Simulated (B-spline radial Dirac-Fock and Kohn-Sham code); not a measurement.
Energy-loss ionisation edge L2 (2p1/2) of Ag

System: atomic silver, [Kr] 4d10 5s1. The computed values come from a radial finite-basis atomic code: the first Born approximation with generalised oscillator strengths from a Dirac-Hartree-Slater potential (longitudinal and transverse terms; continuum final states only, so no white lines or fine structure). The edge is taken at 3524.0 eV (tabulated value).

Input file task.json (cfg lists n, l and occupation; rrms is the nuclear radius in fm):

```json
{"items": [{
  "Z": 47,
  "q": 0,
  "cfg": [[1, 0, 2], [2, 0, 2], [2, 1, 6], [3, 0, 2], [3, 1, 6], [3, 2, 10], [4, 0, 2], [4, 1, 6], [4, 2, 10], [5, 0, 1]],
  "A": 107,
  "rrms": 4.5454,
  "do": "eels",
  "beams": [[60, 20], [60, 50], [80, 5], [80, 10], [80, 20], [80, 100], [120, 10], [120, 20], [200, 5], [200, 10], [200, 20], [200, 50], [300, 50], [300, 100]],
  "edges": {"L2": 3524.0}
}]}
```

Run with: `python xray2_run.py task.json out`

Partial cross sections σ(β, Δ) in barn, integrated over a window Δ above the edge and up to the collection semi-angle β, for parallel illumination:

```csv
E₀ (kV),β (mrad),Δ = 25 eV,Δ = 50 eV,Δ = 100 eV,Δ = 200 eV,Δ = 300 eV
60,20,1.62,3.57,7.23,13.8,19.6
60,50,5.98,13.2,26.9,51.9,74.2
80,5,0.163,0.358,0.724,1.38,1.95
80,10,0.616,1.36,2.74,5.24,7.40
80,20,2.04,4.50,9.12,17.5,24.8
80,100,?,?,?,?,?
120,10,0.918,2.02,4.09,7.82,11.1
120,20,2.66,5.87,11.9,22.9,32.7
200,5,0.453,0.997,2.02,3.85,5.44
200,10,1.47,3.23,6.55,12.6,17.8
200,20,3.39,7.49,15.3,29.5,42.2
200,50,6.49,14.3,29.4,57.3,82.6
300,50,6.37,14.1,28.9,56.5,81.6
300,100,7.41,16.3,33.6,66.0,95.8
```

Q: Give the row for 80 kV and 100 mrad.

A: 10.4 b for 25 eV, 23.0 b for 50 eV, 47.2 b for 100 eV, 92.2 b for 200 eV, 133 b for 300 eV.
